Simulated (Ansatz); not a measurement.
Species: C2H5BF2O, net charge 0, singlet state. SMILES: CCOB(F)F
Structure (B3LYP-D3(BJ)/def2-TZVP (Ansatz, a first-principles code) minimum search):
```
C
H 1 1.0897
H 1 1.0915 2 108.42
O 1 1.4385 2 105.71 3 -117.54
B 4 1.3392 1 122.40 2 146.61
F 5 1.3262 4 119.60 1 178.76
F 5 1.3350 6 117.54 4 -179.85
C 1 1.5143 2 111.06 3 122.30
H 8 1.0905 1 110.63 2 60.59
H 8 1.0913 9 108.64 1 -121.96
H 8 1.0918 9 108.48 10 -117.34
```

Atomisation energy built up term by term with Ansatz (kcal/mol; UHF references for open shells; valence terms freeze the core; atomic spin-orbit terms are left out). CBS marks a two-point X^-3 extrapolation of the correlation energy; Hartree-Fock from the larger set.

| term | basis | kcal/mol |
|---|---|---|
| Hartree-Fock | aug-cc-pVQZ | 858.83 |
| CCSD correlation | CBS(aug-cc-pVTZ,aug-cc-pVQZ) | 260.74 |
| (T) | CBS(aug-cc-pVTZ,aug-cc-pVQZ) | 17.70 |
| core correlation | cc-pwCVTZ | 4.23 |
| scalar relativity (X2C) | cc-pVTZ-DK against cc-pVTZ | -1.16 |
| sum: De |  | 1140.3 |

(T) makes 1.6 % of the CCSD(T) atomisation energy; under 5 % is typical of single-reference molecules.
